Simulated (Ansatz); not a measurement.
Calculated with Ansatz (gas phase, PBE0-D4/def2-TZVP geometries, no zero-point term in ΔE). CBS: MP2 limit from def2 TZ/QZ plus the TZ coupled-cluster correction, frozen cores. Each species was taken in one conformer, which may not be the lowest.

`F[C@H](Cl)[Si@@H]1CO1` + `BCC[SiH3]` → `[SiH3]C[SiH]1CO1` + `BCC(F)Cl`  (redistribution)

| species | MP2/def2-TZVPP energy (Eh) |
| --- | --- |
| `F[C@H](Cl)[Si@@H]1CO1` | -1002.00911 |
| `BCC[SiH3]` | -395.20253 |
| `[SiH3]C[SiH]1CO1` | -734.02087 |
| `BCC(F)Cl` | -663.22061 |

(1) Work out ΔE.

Largest T1 diagnostic among the species: 0.013.

Results:

(1) ΔE = (-734.02087) + (-663.22061) − (-1002.00911) − (-395.20253) = -0.02984 Eh = -18.7 kcal/mol. CCSD(T)/CBS gives -18.3 kcal/mol.

In def2-TZVPP, CCSD(T) changes the Hartree–Fock value by +3.4 kcal/mol (the triples alone add +0.6 kcal/mol) and MP2 by +3.2 kcal/mol. From PBE to PBE0 (25 % exact exchange), in def2-TZVPP and without D4, ΔE moves by −1.8 kcal/mol.
